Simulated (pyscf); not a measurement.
Thermochemistry of product channels of H₃C–CH(CH₃)–CH₂–AlH₂ on the singlet surface, in kcal/mol, from ωB97M-D3(BJ)/def2-TZVP energies (ideal gas, 1 atm, RRHO with modes under 100 cm⁻¹ raised to 100, one conformer, R ln 2 for chiral ones without a mode under 150 cm⁻¹). PySCF, gas phase, ωB97X-D3(BJ)/def2-SVP geometries.

```csv
products,ΔE,ΔH(298 K),ΔG(600 K),ΔG(900 K)
H₃C–CH₂–CH₂–AlH–CH₃,…,-8.0,-10.3,…
H₃C–AlH–CH(CH₃)–CH₃,-6.1,-5.3,-7.8,-9.2
```

Problem. What belongs in the gaps?

Solution. 
- H₃C–CH₂–CH₂–AlH–CH₃, ΔE: -9.0
- H₃C–CH₂–CH₂–AlH–CH₃, ΔG(900 K): -11.6

These are energies of the channels, which say nothing of barriers. H₃C–CH(CH₃)–CH₂–AlH₂ lies 18.8 kcal/mol over its isomer H₃C–CH₂–Al(CH₃)–CH₃ (electronic energy, ωB97M-D3(BJ)/def2-TZVP). H₃C–CH₂–CH₂–AlH–CH₃ lies 9.8 kcal/mol over its isomer H₃C–CH₂–Al(CH₃)–CH₃ (electronic energy, ωB97M-D3(BJ)/def2-TZVP).
